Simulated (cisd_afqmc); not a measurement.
Input (X2C-AFQMC/CISD/cc-pwCVTZ-DK; cisd_afqmc is a phaseless AFQMC code with CISD trial states that reads the integrals written by Ansatz): The .json basis holds the Basis Set Exchange's core-valence set for the 3d metal and cc-pVXZ-DK of the same size for its partners.

Ansatz 0.2 input:
```python
import cisd_afqmc

open("ham.yaml", "w").write("""\
crystal:
  periodic: [false, false, false]
  atoms:
    - {symbol: Co, position_ang: [-0.00000000, -0.00000000, -0.37097902]}
    - {symbol: O, position_ang: [0.00000000, 0.00000000, 1.25205421]}
basis:
  gaussian:
    orbitals: cc-pwCVTZ-DK.json
magnetization: {spin_polarized: true, initial_magnetization: 3}
correlation: {method: ccsd, frozen_orbitals: {Co: 5, O: 1}, hamiltonian_folder: ham}
""")
rep = cisd_afqmc.ansatz("ham.yaml")
e_ccsd = rep["correlation"]["coupled_cluster"]["energy"]["hartree"]
out = cisd_afqmc.run("ham", e_ccsd, trial="CISD", walkers=100, populations=8, threads=8, dt=0.005, steps=40, early=36, settle=10, least=32,
    cut=5e-5, rank_cut=2e-4, target=0.0006, seconds=3000, seed=4, memory=17280, gpu=False)
```

Output:

```
WARN ansatz::render: the results are in doubt because among natural orbitals full CI differs from the method by -0.321 eV
orbitals 126, occupied [13, 10], factors 725 of 841, rank of the doubles 1252 of 2629
E(HF) = -1466.707870
E(CCSD) on the cut factors = -1467.694342, shift to the whole factors -0.000012
Energy of the trial state on the determinant = -1467.694361
  tau behind 10.8 of longer steps, mean of the populations' last blocks
   2.0  -1467.74116
   4.0  -1467.73824
   6.0  -1467.73804
   8.0  -1467.74638
  10.0  -1467.73956
blocks 369 (0 outliers left out), error by blocks joined: 1: 0.00156, 2: 0.00182, 4: 0.00202, 8: 0.00217, 16: 0.00289
E(AFQMC/CISD) = -1467.74109 +/- 0.00289
```

The determinant is spin-contaminated: <S^2> is 3.78, 0.03 over the pure value. The CCSD(T) runs of this state have a T1 diagnostic of up to 0.111.

The error still grows at the longest joins of blocks, or few joins were possible, so the printed bar may be too narrow.

The run carries these doubts: large difference.
